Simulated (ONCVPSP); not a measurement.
**Transferability test, ONCV potential for silicon**

```
Element                 : silicon (Si)
Generator               : ONCVPSP 4.0.1
Type                    : optimised norm-conserving Vanderbilt (ONCV)
Functional              : PBE
Relativity              : scalar-relativistic
Frozen core             : [Ne]
Valence charge          : 4
Reference configuration : 3s1.75 3p2.25
Partial waves           : 3s: rc 1.45 bohr, ncon 3, nbas 7, qcut 4 1/bohr, 2 projectors, debl 2.5 Ha; 3p: rc 1.75 bohr, ncon 4, nbas 8, qcut 5.5 1/bohr, 1 projector
Local potential         : polynomial inside 1.00 bohr (lpopt 5, dvloc0 6 Ha)
Core correction         : none
```

Energies are relative to the spin-unpolarised reference configuration 3s1.75 3p2.25; without spin polarisation the order of configurations can differ from experiment.

| valence configuration | charge | ΔE all-electron (eV) | error AE − PS (meV) |
| --- | --- | --- | --- |
| 3s2 3p2 | 0 | -1.688 | +0.3 |
| 3s2 3p1 | +1 | 6.052 | -1.4 |

Q: What are ΔE and the potential's error for 3s2 3p0?

A: ΔE = 22.045 eV all-electron; the error (AE − PS) is -7.5 meV.

Q: What are ΔE and the potential's error for 3s1 3p3?

A: ΔE = 5.126 eV all-electron; the error (AE − PS) is +0.8 meV.

Levels in the configuration 3s2 3p0:

```csv
level,all-electron (eV),pseudo (eV)
3s,-28.536,-28.529
```
